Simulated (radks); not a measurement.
Species: Sr2+. Configuration: [Ar] 3d10 4s2 4p5 7d1 (not the ground configuration).

Method: Dirac Kohn-Sham, LDA (Slater exchange, Perdew-Wang correlation), spin-unpolarised, spherical densities, finite nucleus; open shells fill j = l - 1/2 first; Fermi nuclear charge, rms radius 4.224 fm; computed with a radial shooting solver on a logarithmic mesh with Libxc functionals.

Energy parts (eV):
| part | energy |
|---|---|
| total | -86369.622 |
| kinetic | 88941.543 |
| electron-nucleus | -207577.557 |
| Hartree | 35002.133 |
| exchange-correlation | -2735.741 |

Orbitals (lengths in bohr, moments of r in powers of bohr):
orbital,occ.,eigenvalue (eV),<r>,small-component weight
1s1/2,2,-15934.54,0.03921,1.90e-02
2s1/2,2,-2182.007,0.1724,3.82e-03
2p1/2,2,-1989.973,0.1476,3.83e-03
2p3/2,4,-1921.684,0.1517,3.73e-03
3s1/2,2,-360.3406,0.4927,9.66e-04
3p1/2,2,-290.5551,0.4917,9.16e-04
3p3/2,4,-280.0529,0.5022,8.87e-04
3d3/2,4,-157.0316,0.4956,7.72e-04
3d5/2,6,-155.1950,0.4993,7.64e-04
4s1/2,2,-66.6644,1.324,1.95e-04
4p1/2,2,-48.7357,1.473,1.59e-04
4p3/2,3,-47.4249,1.502,1.54e-04
7d3/2,1,-3.5037,14.54,6.52e-06
7d5/2,0,-3.4973,14.54,6.56e-06

The highest occupied level is 7d3/2 at -3.504 eV. Summed over all electrons, <r^2> = 259.0 bohr^2, which gives a Langevin (diamagnetic) susceptibility term of -205 x 10^-6 cm^3/mol. The electron density at the nucleus is 6.07e+04 e/bohr^3. The density falls to 0.001 e/bohr^3 at r = 3.21 bohr.
